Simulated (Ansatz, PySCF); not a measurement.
Gas-phase reaction in SMILES: BO (H3BO) [borinic acid] + [H][H] (H2) -> B (BH3) + O (H2O)
Each molecule is optimised on its own at B3LYP-D3(BJ)/def2-TZVP (Ansatz, an electronic-structure program), one conformer each, not searched for the lowest. Frequencies are from Ansatz or PySCF.
Geometry of the first species:
```
B
O 1 1.3512
H 2 0.9633 1 114.11
H 1 1.1918 2 116.77 3 180.00
H 1 1.1973 4 122.56 2 180.00
```
Charge 0, spin multiplicity 1.

Wanted: energy of full hydrogenation (enthalpy at 298 K, with B3LYP-D3(BJ) rigid-rotor harmonic-oscillator terms), in kcal/mol. Correlated levels leave the core frozen unless marked. Spin-orbit coupling is left out. Non-relativistic. CBS marks a two-point X^-3 extrapolation of the correlation energy; Hartree-Fock from the larger set.

CCSD(T)/CBS(aug-cc-pVTZ,aug-cc-pVQZ) (Ansatz) gives 32.2 kcal/mol.

Question: Another calculation gave 31.4 kcal/mol. Which level was it?
A. HF/def2-TZVPD (PySCF)
B. TPSSh/def2-TZVPD (PySCF)
C. SVWN5/def2-TZVPD (Ansatz)
D. BHLYP/def2-TZVPD (Ansatz)

Answer: D, BHLYP/def2-TZVPD (Ansatz). The others give 34.0 (TPSSh), 36.7 (SVWN5), 28.5 (HF) kcal/mol.
